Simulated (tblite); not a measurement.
Compound: C₄H₅F₃O.
Numbering: `[CH3:1][O:2]/[CH:3]=[C:4](/[F:5])[CH:6]([F:7])[F:8]` (hydrogens: H9, H10, H11 on C1; H12 on C3; H13 on C6)

Computed with GFN2-xTB (tblite), gas phase: Langevin dynamics at 600 K from the optimised GFN2-xTB geometry, time step 0.5 fs, friction 0.01 fs⁻¹, 2000 steps.

Start geometry:
```
atom  x, y, z in Å
C1      2.214   -0.633   -0.141
O2      0.846   -0.455    0.163
C3      0.176    0.496   -0.485
C4     -1.125    0.723   -0.285
F5     -1.730    1.718   -0.983
C6     -2.039   -0.010    0.648
F7     -1.604    0.059    1.932
F8     -2.100   -1.333    0.353
H9      2.786   -0.532    0.783
H10     2.354   -1.641   -0.539
H11     2.568    0.097   -0.870
H12     0.709    1.113   -1.203
H13    -3.060    0.399    0.608
```

The statistics below take the 31 frames saved every 25 fs from 250 to 1000 fs; their kinetic temperature (all 3N coordinates) averages 682 K.

Q: How do the bond lengths spread?

A: 
```
  bond  start (Å)  mean (Å)  standard deviation (Å)  shortest (Å)  longest (Å)
 C1–O2      1.413     1.425                   0.062         1.313        1.538
 O2–C3      1.332     1.346                   0.037         1.282        1.425
 C3=C4      1.336     1.350                   0.041         1.278        1.426
 C4–F5      1.358     1.375                   0.027         1.333        1.443
 C4–C6      1.498     1.494                   0.041         1.390        1.567
 C6–F7      1.357     1.372                   0.035         1.300        1.450
 C6–F8      1.357     1.366                   0.031         1.306        1.450
 C1–H9      1.092     1.106                   0.067         0.980        1.239
C1–H10      1.092     1.108                   0.065         0.978        1.270
C1–H11      1.092     1.104                   0.034         1.032        1.197
C3–H12      1.086     1.100                   0.041         1.032        1.210
C6–H13      1.101     1.105                   0.035         1.048        1.185
```

Q: Give the same statistics for bond angles, one of each kind among heavy atoms.

A: 
| angle | start (°) | mean (°) | standard deviation (°) | smallest (°) | largest (°) |
| --- | --- | --- | --- | --- | --- |
| C1–O2–C3 | 118.2 | 117.8 | 5.1 | 106.0 | 129.6 |
| O2–C3–C4 | 122.5 | 122.1 | 5.6 | 112.0 | 138.4 |
| C3–C4–F5 | 118.8 | 117.4 | 3.9 | 110.2 | 125.4 |
| C3–C4–C6 | 127.2 | 129.3 | 5.1 | 119.8 | 137.7 |
| F5–C4–C6 | 114.0 | 111.5 | 5.1 | 101.7 | 118.8 |
| C4–C6–F7 | 111.7 | 112.0 | 5.7 | 100.1 | 122.7 |
| F7–C6–F8 | 105.7 | 105.4 | 4.7 | 96.3 | 114.0 |

Q: How far does each atom move about its mean position (frames aligned on the start, all atoms weighted alike), and what rms force does it feel?

A: 
```
atom  rms displacement (Å)  rms force (eV/Å)
  C1                  0.18              3.65
  O2                  0.25              2.69
  C3                  0.28              2.92
  C4                  0.21              2.86
  F5                  0.47              1.11
  C6                  0.15              2.40
  F7                  0.47              1.18
  F8                  0.49              1.10
  H9                  0.85              2.25
 H10                  0.80              2.06
 H11                  1.02              1.22
 H12                  0.52              1.30
 H13                  0.54              1.22
```

The displacements run from 0.15 to 1.02 Å, the largest at H11.

Q: How widely does the potential energy scatter, against a harmonic estimate?

A: Mean 0.97 eV above the start, standard deviation 0.208 eV, range 0.46 to 1.37 eV. For 33 classical harmonic modes at 600 K the canonical values are 33kT/2 = 0.85 eV and kT·√(33/2) = 0.210 eV.

The run is classical and short, so these are rough statistics of one trajectory.

What follows is the cost of the whole dynamics run. The run took 8.8 s on an Arm Neoverse V1 with one thread, no GPU, shared host with 64 logical CPUs at a one-minute load of 10, and the process peaked at 0.18 GiB of memory.
